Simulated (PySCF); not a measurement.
Run record: excited-state job, digermathiane (`[GeH3][S][GeH3]`).

Computed with TDDFT wB97X-D/def2-SVPD, vertical, gas phase, core orbitals frozen in the response (PySCF 2.14.0, density-fitted response routines). Geometry: GFN2-xTB. The input is one job of a driver script: a line of settings, then coordinates in Å.

Input:
```
{"job": {"kind": "uv", "xc": "wB97X-D", "basis": "def2-SVPD", "nstates": 8, "ntriplets": 3}, "charge": 0, "multiplicity": 1}
Ge     1.571949     0.498711     0.335173
S      0.035612     0.781461    -1.222231
Ge    -1.566666    -0.444667    -0.331211
H      1.940840    -0.950877     0.487986
H      2.763295     1.283176    -0.114480
H      1.100992     1.002279     1.671097
H     -1.136565    -1.876343    -0.166028
H     -2.722801    -0.365770    -1.277288
H     -1.973095     0.078023     1.019041
```

Task: What does the run print?

Result: 
```
coarse grid: 35984 points
cycle   1  E = -4555.2630450985  dE = -1.189e+00  |g| = 5.589e-01  |ddm| = 3.189e+00
cycle   2  E = -4555.2743400415  dE = -1.129e-02  |g| = 5.624e-01  |ddm| = 1.051e+00
cycle   3  E = -4555.3155494287  dE = -4.121e-02  |g| = 1.951e-02  |ddm| = 5.278e-01
cycle   4  E = -4555.3157121966  dE = -1.628e-04  |g| = 8.832e-03  |ddm| = 9.493e-02
cycle   5  E = -4555.3157438144  dE = -3.162e-05  |g| = 1.937e-03  |ddm| = 2.538e-02
cycle   6  E = -4555.3157453428  dE = -1.528e-06  |g| = 5.078e-04  |ddm| = 5.548e-03
final grid: 70056 points
cycle   7  E = -4555.3154504093  dE = -9.802e-07  |g| = 1.018e-03  |ddm| = 5.382e-03
cycle   8  E = -4555.3154504956  dE = -8.626e-08  |g| = 9.150e-04  |ddm| = 2.752e-03
cycle   9  E = -4555.3154506616  dE = -1.660e-07  |g| = 7.554e-05  |ddm| = 1.110e-03
cycle  10  E = -4555.3154506632  dE = -1.561e-09  |g| = 3.490e-05  |ddm| = 1.394e-04
cycle  11  E = -4555.3154506637  dE = -4.675e-10  |g| = 4.808e-06  |ddm| = 6.474e-05
converged SCF energy = -4555.3154506637

Static polarisability (au): isotropic 82.214, principal 69.451 78.247 98.946

Singlet excitations
state   eV       nm        f      main configurations
  1   5.8239    212.9   0.02371   H->L 0.90
  2   5.9778    207.4   0.00000   H->L+1 0.85, H->L+8 0.12
  3   6.7563    183.5   0.00007   H->L+3 0.79, H->L+2 0.15
  4   6.9204    179.2   0.00142   H->L+2 0.73, H->L+3 0.18
  5   7.4098    167.3   0.00458   H->L+4 0.70, H-1->L+1 0.23
  6   7.4498    166.4   0.11033   H-1->L 0.83
  7   7.8143    158.7   0.00000   H-2->L 0.53, H-1->L+1 0.25, H->L+4 0.14
  8   7.9688    155.6   0.00000   H->L+7 0.85

Triplet excitations (Tamm-Dancoff, eV): 5.3759 5.6557 6.6733
```

The SCF starts on a coarse grid where the log names one; the energy can jump when the final grid takes over, and dE then counts from the start density on the new grid. H and L stand for HOMO and LUMO; the number after each pair is its weight.

Task: Give the mean polarisability as a volume in Å³, and the ratio of the largest to the smallest principal value.

Result: 82.214 au × 0.148185 = 12.18 Å³; 98.946/69.451 = 1.42.

Main results: HOMO -9.08 eV, LUMO 1.25 eV; lowest singlet 5.82 eV; lowest triplet 5.38 eV (Tamm–Dancoff); mean polarisability 82.2 au.

 Relativistic effects, spin–orbit coupling among them, are left out although an element past zinc is present.

Time: 12 s. Hardware: one thread of an x86-64 server, shared host.
Labels such as C1 count atoms from 1, the log's own numbers from 0.

The pairwise dispersion term of wB97X-D wasn't added to the energies; at a given geometry it leaves orbitals and properties as they are.
